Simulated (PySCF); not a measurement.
ClGeH2, BGeH4 (calculated)

Computed with PySCF 2.14.0. Calculation on a computer-drawn molecule: vertical ionisation energy to the stated ion spin, frozen-core CCSD(T) at the basis limit and cheaper methods, single-reference cases, UHF for radicals, no spin-orbit; all values are single points at the evaluated structure, the first of each entry, which is the reference or a displaced copy of it and isn't optimised; the reference structure only sets the zero of the energies above reference; triples share is (T) over the correlation energy; on germanium a core potential holds 10 electrons, which the energies leave out, and 3d is frozen in MP2 and coupled-cluster steps.

Common to all runs: charge 1; multiplicity 1; ion multiplicity 2; diffuse functions no; basis and core potential on germanium cc-pVnZ-PP ECP10MDF; reference is the Hartree-Fock double-zeta minimum; best is HF at quadruple zeta + MP2 correlation extrapolated from triple and quadruple zeta + CCSD(T) minus MP2 at triple zeta; basis step is the size of the change from the same recipe one zeta lower.

```yaml
- entry: 1
  formula: ClGeH2
  evaluated_structure:
    atoms_angstrom:
      - [Cl, -0.5291, 3.0456, -2.9186]
      - [Ge, 0.2024, 2.0903, -1.197]
      - [H, 1.5397, 1.5504, -1.2457]
      - [H, -0.821, 2.0629, -0.0922]
  reference_structure:
    atoms_angstrom:
      - [Cl, -0.5377, 3.0401, -2.9161]
      - [Ge, 0.1282, 2.1249, -1.2034]
      - [H, 1.5297, 1.5735, -1.228]
      - [H, -0.8322, 2.0701, -0.0443]
  given:
    basis: "cc-pV(n+d)Z"
    drawn_bonds_atom: [1, 2, 2]
    drawn_bonds_other_atom: [2, 3, 4]
    drawn_bonds_order: [1, 1, 1]
  results:
    "ionisation_energy_best [eV]": 18.16
    "ionisation_energy_basis_step [eV]": 0.06624
    "energy_above_reference_best [kcal/mol]": 2.135
    "energy_above_reference_basis_step [kcal/mol]": 0.1383
    triple_zeta_method: [HF, PBE, r2SCAN, B3LYP, wB97X, MP2, CCSD, "CCSD(T)"]
    "triple_zeta_ionisation_energy [eV]": [16.83, 17.82, 17.92, 17.97, 18.01, 18.1, 17.89, 17.97]
    "triple_zeta_energy_above_reference [kcal/mol]": [2.159, 1.994, 2.029, 1.85, 2.274, 2.099, 2.165, 2.104]
    "ionisation_energy_Koopmans_at_triple_zeta [eV]": 18.58
    "ionisation_energy_EOM_CCSD_at_triple_zeta [eV]": 18.01
    "total_energy_HF_triple_zeta [hartree]": -753.8053
    "total_energy_CCSD(T)_triple_zeta [hartree]": -754.1308
    "total_energy_best [hartree]": -754.1804
    T1_diagnostic_at_triple_zeta: 0.01472
    D1_diagnostic_at_triple_zeta: 0.04398
    ion_T1_diagnostic_at_triple_zeta: 0.02284
    ion_D1_diagnostic_at_triple_zeta: 0.09402
    ion_spin_squared_at_triple_zeta: 0.7618
    triples_share_at_triple_zeta: 0.03856
    basis_functions_triple_zeta: 106
- entry: 2
  formula: BGeH4
  evaluated_structure:
    atoms_angstrom:
      - [B, 1.5693, 1.0702, -0.1053]
      - [Ge, 1.6864, 0.9379, -2.2043]
      - [H, 1.7461, 0.0569, 0.5046]
      - [H, 1.3347, 2.325, 0.4202]
      - [H, 2.9899, 1.102, -3.0069]
      - [H, 0.4728, 0.6579, -3.0604]
  reference_structure:
    atoms_angstrom:
      - [B, 1.5879, 1.0631, -0.124]
      - [Ge, 1.6869, 0.9339, -2.2042]
      - [H, 1.7307, 0.0561, 0.4899]
      - [H, 1.3937, 2.1374, 0.3447]
      - [H, 2.9794, 1.0887, -2.9845]
      - [H, 0.4731, 0.6763, -3.0781]
  given:
    basis: cc-pVnZ
    drawn_bonds_atom: [1, 1, 1, 2, 2]
    drawn_bonds_other_atom: [2, 3, 4, 5, 6]
    drawn_bonds_order: [1, 1, 1, 1, 1]
  results:
    "ionisation_energy_best [eV]": 17.39
    "ionisation_energy_basis_step [eV]": 0.02859
    "energy_above_reference_best [kcal/mol]": 8.514
    "energy_above_reference_basis_step [kcal/mol]": 0.1198
    triple_zeta_method: [HF, PBE, r2SCAN, B3LYP, wB97X, MP2, CCSD, "CCSD(T)"]
    "triple_zeta_ionisation_energy [eV]": [16.49, 17.01, 17.11, 17.19, 17.24, 17.3, 17.28, 17.3]
    "triple_zeta_energy_above_reference [kcal/mol]": [9.639, 7.186, 8.347, 8.569, 8.683, 9.094, 8.558, 8.353]
    "ionisation_energy_Koopmans_at_triple_zeta [eV]": 17.48
    "ionisation_energy_EOM_CCSD_at_triple_zeta [eV]": 17.35
    "total_energy_HF_triple_zeta [hartree]": -320.0767
    "total_energy_CCSD(T)_triple_zeta [hartree]": -320.3085
    "total_energy_best [hartree]": -320.3333
    T1_diagnostic_at_triple_zeta: 0.01187
    D1_diagnostic_at_triple_zeta: 0.0225
    ion_T1_diagnostic_at_triple_zeta: 0.02553
    ion_D1_diagnostic_at_triple_zeta: 0.08145
    ion_spin_squared_at_triple_zeta: 0.7855
    triples_share_at_triple_zeta: 0.02668
    basis_functions_triple_zeta: 125
- entry: 3
  formula: ClGeH2
  evaluated_structure:
    atoms_angstrom:
      - [Cl, -0.5782, 3.0432, -2.8839]
      - [Ge, 0.0474, 2.012, -1.2395]
      - [H, 1.5495, 1.525, -1.3026]
      - [H, -0.7825, 2.008, -0.0261]
  reference_structure:
    atoms_angstrom:
      - [Cl, -0.5377, 3.0401, -2.9161]
      - [Ge, 0.1282, 2.1249, -1.2034]
      - [H, 1.5297, 1.5735, -1.228]
      - [H, -0.8322, 2.0701, -0.0443]
  given:
    basis: "cc-pV(n+d)Z"
    drawn_bonds_atom: [1, 2, 2]
    drawn_bonds_other_atom: [2, 3, 4]
    drawn_bonds_order: [1, 1, 1]
  results:
    "ionisation_energy_best [eV]": 18.33
    "ionisation_energy_basis_step [eV]": 0.06727
    "energy_above_reference_best [kcal/mol]": 2.06
    "energy_above_reference_basis_step [kcal/mol]": 0.04646
    triple_zeta_method: [HF, PBE, r2SCAN, B3LYP, wB97X, MP2, CCSD, "CCSD(T)"]
    "triple_zeta_ionisation_energy [eV]": [17.11, 17.85, 17.99, 18.05, 18.18, 18.33, 18.09, 18.15]
    "triple_zeta_energy_above_reference [kcal/mol]": [2.389, 1.865, 2.036, 2.058, 2.102, 2.209, 2.106, 2.081]
    "ionisation_energy_Koopmans_at_triple_zeta [eV]": 18.69
    "ionisation_energy_EOM_CCSD_at_triple_zeta [eV]": 18.18
    "total_energy_HF_triple_zeta [hartree]": -753.8049
    "total_energy_CCSD(T)_triple_zeta [hartree]": -754.1308
    "total_energy_best [hartree]": -754.1805
    T1_diagnostic_at_triple_zeta: 0.01374
    D1_diagnostic_at_triple_zeta: 0.03984
    ion_T1_diagnostic_at_triple_zeta: 0.03358
    ion_D1_diagnostic_at_triple_zeta: 0.1474
    ion_spin_squared_at_triple_zeta: 0.7633
    triples_share_at_triple_zeta: 0.03833
    basis_functions_triple_zeta: 106
```
